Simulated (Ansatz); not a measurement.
Species: GaH₃, charge 0, singlet. GaH3 (SMILES [GaH3]).
B3LYP-D3(BJ)/def2-TZVP minimum from Ansatz (an electronic-structure program):
```
Ga
H 1 1.5699
H 1 1.5699 2 120.00
H 1 1.5699 2 120.00 3 -180.00
```
Charge 0, spin multiplicity 1.

Total energies in hartree (Ansatz). Radicals and triplets start from unrestricted determinants; spin-orbit coupling is neglected. Cores are frozen in correlated methods (noble-gas shells, and filled d and f shells in the p block). No relativity. For partners of very few electrons the exact lower level stands in for a higher one.

```csv
species,HF/cc-pVTZ,CCSD(T)/cc-pVTZ,HF/cc-pVQZ,CCSD(T)/cc-pVQZ,CCSD(T)/cc-pV5Z,CCSDT(Q)/cc-pV5Z
1: GaH3 (SMILES [GaH3]),-1925.00133,-1925.11724,-1925.00524,-1925.12561,-1925.12729,-1925.12772
2: Ga (doublet),-1923.26189,-1923.30928,-1923.26422,-1923.31345,-1923.31408,-1923.31437
3: H (doublet),-0.49981,-0.49981,-0.49995,-0.49995,-0.49999,-0.49999
```

### Question
Work out the atomisation energy (electronic, to ground-state atoms) in kcal/mol: take Hartree-Fock from cc-pVQZ, extrapolate the CCSD(T) correlation energy as X^-3 (X = 3, 4), and add CCSDT(Q) - CCSD(T) in cc-pV5Z. 1 hartree = 627.51 kcal/mol.

### Answer

Species 1: correlation (64·(-0.12037) - 27·(-0.11591))/37 = -0.12362; step -0.00043; E1 = -1925.00524 + (-0.12362) + (-0.00043) = -1925.12929
Species 2: correlation (64·(-0.04923) - 27·(-0.04739))/37 = -0.05057; step -0.00029; E2 = -1923.26422 + (-0.05057) + (-0.00029) = -1923.31508
Species 3: correlation (64·(0.00000) - 27·(0.00000))/37 = 0.00000; step +0.00000; E3 = -0.49995 + (0.00000) + (+0.00000) = -0.49995
-1·E1 +1·E2 +3·E3 = 0.31436 hartree = 197.3 kcal/mol.
